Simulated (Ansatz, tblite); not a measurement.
Isomers of In3P3⁺ (doublet), found by a short tight-binding search and relaxed with PBE-D4/def2-SVP in Ansatz.

In the def2 sets In takes a core potential; there is no spin–orbit coupling. The xTB rows come from tblite. LC-ωPBE has ω = 0.4 bohr⁻¹. Correlated methods freeze 27 core orbitals; core or outer-core shells of In are correlated, in sets that lack core-valence functions. In CCSD on the charge 1 doublet the largest single amplitude is 0.23, so its Hartree–Fock determinant may place the open shell otherwise than the density functionals do.

Run but left out: HF/STO-3G, HF/def2-SVP, HF/def2-TZVP, MP2/def2-SVP, MP2/def2-TZVP (A: ⟨S²⟩ 1.24 to 1.63, where a pure state has 0.75); PBE-QIDH/def2-TZVP (B: ⟨S²⟩ 0.95, where a pure state has 0.75).

A: At CCSD(T)/def2-SVP the charge 1 doublet is spin-contaminated (final ⟨S²⟩ up to 1.24, 0.75 for a pure state). B: At LC-ωPBE/def2-TZVP, CCSD(T)/def2-SVP the charge 1 doublet is spin-contaminated (final ⟨S²⟩ up to 1.23, 0.75 for a pure state). C: At CCSD(T)/def2-SVP the charge 1 doublet is spin-contaminated (final ⟨S²⟩ up to 1.11, 0.75 for a pure state). D: At CCSD(T)/def2-SVP the charge 1 doublet is spin-contaminated (final ⟨S²⟩ up to 0.84, 0.75 for a pure state).

Other spin states weren't relaxed.

A:

```tsv
atom	x (Å)	y (Å)	z (Å)
In1	-2.821	0.046	0.003
In2	1.954	1.959	2.053
In3	1.868	-2.268	-1.793
P4	-0.684	-1.209	-1.388
P5	0.321	0.027	-0.036
P6	-0.639	1.444	1.160
```

B:

```xyz
6

In    1.712    1.468   -1.460
In    0.484   -3.460   -0.322
In   -1.426    1.758    2.681
P    -0.730    1.596    0.008
P     0.205   -0.953   -1.459
P    -0.246   -0.408    0.553
```

C:

| atom | x (Å) | y (Å) | z (Å) |
| --- | --- | --- | --- |
| In1 | 1.902 | -1.292 | -1.182 |
| In2 | 0.423 | 0.982 | 3.124 |
| In3 | -2.331 | -0.826 | -0.759 |
| P4 | -0.141 | 0.541 | -2.004 |
| P5 | 0.137 | 1.289 | -0.039 |
| P6 | 0.010 | -0.693 | 0.861 |

D:

```tsv
atom	x (Å)	y (Å)	z (Å)
In1	0.445	2.655	-1.378
In2	1.553	-1.986	1.790
In3	-1.769	-0.244	-1.735
P4	-1.017	-0.982	0.794
P5	0.870	-0.401	-0.472
P6	-0.082	0.958	1.002
```

**Question.** Estimate which lies lowest at each level, and how far above it the others are (kcal/mol).

**Answer.** 
| level | A | B | C | D |
| --- | --- | --- | --- | --- |
| GFN1-xTB | 8.9 | 14.3 | 7.4 | 0.0 |
| GFN2-xTB | 12.5 | 13.5 | 8.6 | 0.0 |
| PBE-D4/def2-SVP | 16.5 | 16.2 | 7.7 | 0.0 |
| PBE-D4/def2-TZVP | 17.9 | 17.9 | 9.5 | 0.0 |
| r2SCAN-D4/def2-TZVP | 16.7 | 17.9 | 9.3 | 0.0 |
| PBE0-D4/def2-SVP | 18.3 | 18.0 | 8.7 | 0.0 |
| PBE0-D4/def2-TZVP | 19.7 | 19.9 | 10.7 | 0.0 |
| LC-ωPBE/def2-TZVP | 22.9 | 22.0 | 13.3 | 0.0 |
| CCSD/def2-SVP | 17.4 | 15.3 | 6.9 | 0.0 |
| CCSD(T)/def2-SVP | 16.7 | 16.2 | 6.2 | 0.0 |
Point groups (tolerance 0.1 Å): A not assigned, B Cs, C Cs, D not assigned. A and B have the same bonds, so they are conformers or stereoisomers. Lower isomers may exist. From def2-SVP to def2-TZVP the PBE0 values move by up to 2.0 kcal/mol, so results in the small set are rough.
